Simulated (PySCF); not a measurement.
Species: C6H11NO.
Geometry (GFN2-xTB, Å), atoms numbered from 1 in this order:
```
atom  x, y, z in Å
C1    -2.972    0.603   -0.315
C2    -1.664    0.692   -0.539
N3    -0.680   -0.028    0.100
C4    -1.074   -1.088    0.999
C5     0.663    0.223   -0.143
C6     1.149    1.409   -0.515
O7     1.416   -0.907    0.060
C8     2.812   -0.795   -0.042
H9    -3.656    1.198   -0.891
H10   -3.408   -0.039    0.427
H11   -1.292    1.359   -1.302
H12   -0.187   -1.569    1.400
H13   -1.674   -1.833    0.471
H14   -1.664   -0.678    1.823
H15    0.513    2.268   -0.587
H16    2.180    1.556   -0.766
H17    3.207   -1.769    0.243
H18    3.200   -0.029    0.636
H19    3.122   -0.563   -1.065
```

A PySCF run (density fitting, gas phase, GFN2-xTB geometry) gave HOMO -4.57 eV, LUMO -0.36 eV, dipole 1.75 D.

**Question.** Which of these levels was it?
A. KT2/pcSseg-1
B. mPW1PW91/ANO-RCC-VDZP
C. PBE0/pcSseg-1
D. PBE0/def2-SVPD

**Answer.** A. It is KT2/pcSseg-1. All candidates on this geometry:

```
                     level and settings           kind  basis functions  SCF cycles     E (Eh)  HOMO (eV)  LUMO (eV)  dipole (D)
                           KT2/pcSseg-1            GGA              191          16  -371.2384      -4.57      -0.36        1.75
mPW1PW91/ANO-RCC-VDZP, start guess vsap  global hybrid              167          15  -365.1945      -5.50       0.39        1.58
                         PBE0/def2-SVPD  global hybrid              251          14  -364.5032      -5.64       0.42        1.65
                          PBE0/pcSseg-1  global hybrid              191          14  -364.7027      -5.58       0.58        1.75
```

The nearest other candidate, by the summed differences of HOMO and LUMO, is mPW1PW91/ANO-RCC-VDZP: its HOMO differs by -0.93 eV and its LUMO by +0.75 eV. Cycle counts include a coarse-grid stage where the run had one. KT2 was designed for NMR shieldings or shifts; total energies of different functionals aren't comparable. ANO-RCC sets were contracted for a scalar-relativistic Hamiltonian, but ran non-relativistically here.
